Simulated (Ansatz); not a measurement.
Species: C₁₀H₉BS, SMILES `Bc1cc(C=C)c2sccc2c1` (charge 0, multiplicity 1), formula C$_{10}$H$_{9}$BS.

How many basis functions does frozen-core CCSD(T)/cc-pVDZ // B3LYP-D3(BJ)/def2-SVP in Ansatz (an electronic-structure program) use, how many core orbitals are frozen, and how many electrons are correlated?

217 basis functions and 16 frozen orbitals, which leaves 58 correlated electrons. Core time is of the order of minutes.
